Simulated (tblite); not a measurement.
C₅H₈NO (doublet state).
Numbering: `[NH2:1][C@H:2]1[CH:3][CH2:4][C:5](=[O:6])[CH2:7]1` (hydrogens: H8, H9 on N1; H10 on C2; H11 on C3; H12, H13 on C4; H14, H15 on C7)

The geometry is computed with GFN2-xTB (gas phase). This method treats the open shell by occupation alone, without spin polarisation.

Give the optimised bond lengths and angles.

```
        bond  length (Å)
       N1–C2       1.463
       C2–C3       1.482
       C3–C4       1.473
       C4–C5       1.516
       C5=O6       1.201
       C5–C7       1.512
       C2–C7       1.536
N1–H8, N1–H9       1.014
      C2–H10       1.114
      C3–H11       1.073
      C4–H12       1.097
      C4–H13       1.099
      C7–H14       1.093
      C7–H15       1.089
```

Bonds in one row agree within 0.01 Å and their mean is given. A selection of angles:
```
     angle  degrees
  C2–N1–H8    110.5
  C2–N1–H9    110.6
  H8–N1–H9    108.1
  N1–C2–C3    112.6
  N1–C2–C7    110.6
 N1–C2–H10    110.4
  C3–C2–C7    104.5
 C3–C2–H10    109.2
 C7–C2–H10    109.4
  C2–C3–C4    113.0
 C2–C3–H11    123.0
 C4–C3–H11    124.0
  C3–C4–C5    105.1
 C3–C4–H12    113.8
 C3–C4–H13    113.1
 C5–C4–H12    110.4
 C5–C4–H13    109.1
H12–C4–H13    105.4
  C4–C5–O6    125.8
  C4–C5–C7    108.5
  O6–C5–C7    125.8
 C5–C7–H14    107.7
 C5–C7–H15    111.2
  C2–C7–C5    106.9
 C2–C7–H14    108.7
 C2–C7–H15    114.2
H14–C7–H15    108.0
```

Dihedral angles: N1–C2–C3–C4 129° (anticlinal); C2–C3–C4–C5 0° (synperiplanar); C3–C4–C5–O6 172° (antiperiplanar); C4–C5–C7–C2 14° (synperiplanar); N1–C2–C7–C5 -135° (anticlinal).

The 5 C–C bonds span 1.473 Å (C3–C4, drawn single) to 1.536 Å (C2–C7, drawn single), a spread of 0.063 Å. N1 (nitrogen bonded to C and 2 H) is pyramidal (angles 110.6°, 110.5° and 108.1°, sum 329.1°, 0.37 Å off the plane of its three neighbours). C5 (carbon bonded to 2 C and O) is planar (angles 125.8°, 125.8° and 108.5°, sum 360.0°, 0.00 Å off the plane of its three neighbours). The 5-membered ring C2–C3–C4–C5–C7 has internal angles of 104.5° to 113.0°; it is slightly puckered (a soft mode that the optimisation may not have finished), 0.06 Å rms from its mean plane, widest ring torsion 14°. C3 (carbon bonded to 2 C and H) is planar (angles 124.0°, 123.0° and 113.0°, sum 360.0°, 0.01 Å off the plane of its three neighbours).

Point group: C1 (no symmetry element, even within 0.4 Å). Its GFN2-xTB frequencies are all real (lowest 60 cm⁻¹). Torsions: H–N1–C2–C3 168° and 49°, N1–C2–C3–C4 129°, C2–C3–C4–C5 0°, C3–C4–C5–O6 172°, C4–C5–C7–C2 14°.

One conformer stands for the species.
